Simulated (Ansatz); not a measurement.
CH₃BFNO (`OC1(F)BN1`). Charge 0, multiplicity 1.

Cartesian coordinates in Å:
```
O -0.155 0.671 -1.435
C 0.279 0.307 -0.192
F 1.657 0.375 -0.165
B -0.566 0.314 1.094
N -0.248 -0.843 0.450
H 0.415 0.255 -2.093
H -1.135 0.763 2.028
H -0.247 -1.842 0.313
```

Q: Give the diagnostics of a CCSD(T)/def2-TZVPP run (frozen core, the Gaussian-basis code of Ansatz). (An estimate is asked.)

A: Ansatz gave: T1 = 0.0134, largest single amplitude 0.033, largest double 0.035, (T) share of the correlation energy 3.8 %, 10 CCSD cycles. The RHF solution is stable towards an unrestricted one. T1 lies under the customary mark of 0.02 for closed shells.
